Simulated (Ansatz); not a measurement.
Z-matrix (Å, degrees):
```
C
Al 1 1.926
O 1 1.474 2 70.3
H 1 1.090 2 126.2 3 -103.8
H 1 1.090 2 119.2 3 99.9
Ge 2 2.387 1 79.3 3 44.0
H 2 1.579 1 135.8 3 -103.0
H 6 1.547 2 125.4 1 44.5
H 6 1.543 2 125.3 1 -116.7
```

Total charge 0; spin multiplicity 1.

(1) List the PBE/def2-TZVPP orbital energies in eV (the Gaussian-basis code of Ansatz). (Best estimate.)

Results:

(1) The calculation gave: Occupied: -10804.60, -1506.63, -1337.95, -1191.41, -1191.35, -1191.33, -510.94, -269.78, -162.52, -114.09, -113.91, -113.87, -106.90, -68.96, -68.85, -68.76, -29.93, -29.80, -29.78, -29.68, -29.63, -25.14, -16.05, -13.51, -11.29, -10.96, -10.29, -8.48, -8.25, -7.56, -6.24, -5.67. Lowest empty: -1.85, -1.57, -0.48, 0.20, 0.52, 1.34, 1.84, 2.02.
